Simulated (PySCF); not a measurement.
**Spin-rotation constants: `InChI=1S/C7H4Cl2O/c8-6-3-1-5(2-4-6)7(9)10/h1-4H`**

Molfile (atoms numbered from 1):
```
C7H4Cl2O
     RDKit          3D

 14 14  0  0  0  0  0  0  0  0999 V2000
    2.8229    1.3835   -0.6432 O   0  0  0  0  0  0  0  0  0  0  0  0
    2.2832    0.3325   -0.5009 C   0  0  0  0  0  0  0  0  0  0  0  0
    3.2450   -1.1476   -0.6698 Cl  0  0  0  0  0  0  0  0  0  0  0  0
    0.8707    0.1041   -0.1916 C   0  0  0  0  0  0  0  0  0  0  0  0
    0.3024   -1.1609   -0.0413 C   0  0  0  0  0  0  0  0  0  0  0  0
   -1.0402   -1.2902    0.2509 C   0  0  0  0  0  0  0  0  0  0  0  0
   -1.8256   -0.1532    0.3954 C   0  0  0  0  0  0  0  0  0  0  0  0
   -3.4984   -0.3161    0.7602 Cl  0  0  0  0  0  0  0  0  0  0  0  0
   -1.2755    1.1148    0.2485 C   0  0  0  0  0  0  0  0  0  0  0  0
    0.0658    1.2392   -0.0437 C   0  0  0  0  0  0  0  0  0  0  0  0
    0.9144   -2.0413   -0.1542 H   0  0  0  0  0  0  0  0  0  0  0  0
   -1.4824   -2.2670    0.3674 H   0  0  0  0  0  0  0  0  0  0  0  0
   -1.8973    1.9883    0.3628 H   0  0  0  0  0  0  0  0  0  0  0  0
    0.5143    2.2136   -0.1625 H   0  0  0  0  0  0  0  0  0  0  0  0
  1  2  2  0
  2  3  1  0
  2  4  1  0
  4  5  1  0
  5  6  2  0
  6  7  1  0
  7  8  1  0
  7  9  2  0
  9 10  1  0
 10  4  2  0
  5 11  1  0
  6 12  1  0
  9 13  1  0
 10 14  1  0
M  END
```

Method used: GIAO KT3/pcSseg-1 magnetisability, rotational g tensor and spin-rotation constants, non-relativistic, gas phase in PySCF. Geometry: GFN2-xTB.

(1) Give the nuclear spin-rotation constants along the inertial axes (H = +C I·J) beside the isotropic shieldings.

Results:

(1) Rotational constants 3.0567, 0.4506, 0.3927 GHz. A star marks the isotopologue with that one atom substituted, in its own axes.
| atom | isotope | Caa (kHz) | Cbb (kHz) | Ccc (kHz) | mean (kHz) | σ (ppm) |
| --- | --- | --- | --- | --- | --- | --- |
| Cl3 | 35Cl | 1.173 | 0.148 | 0.138 | 0.486 | 551.6 |
| Cl8 | 35Cl | 0.428 | 0.172 | 0.129 | 0.243 | 671.1 |
| H11 | 1H | -0.077 | 0.022 | -0.040 | -0.032 | 23.5 |
| H12 | 1H | -0.211 | 0.035 | -0.041 | -0.072 | 24.4 |
| H13 | 1H | -0.089 | 0.016 | -0.041 | -0.038 | 24.4 |
| H14 | 1H | -0.192 | 0.036 | -0.040 | -0.065 | 23.7 |
| O1 | 17O* | -1.867 | -0.311 | -0.045 | -0.741 | -181.2 |
| C2 | 13C* | 1.333 | 0.159 | 0.120 | 0.537 | 21.1 |
| C4 | 13C* | 1.345 | 0.154 | 0.054 | 0.518 | 61.5 |
| C5 | 13C* | 1.216 | 0.191 | 0.049 | 0.485 | 55.7 |
| C6 | 13C* | 1.080 | 0.192 | 0.055 | 0.442 | 60.8 |
| C7 | 13C* | 1.499 | 0.150 | 0.072 | 0.574 | 41.2 |

For the geometry as given, no vibrational averaging.
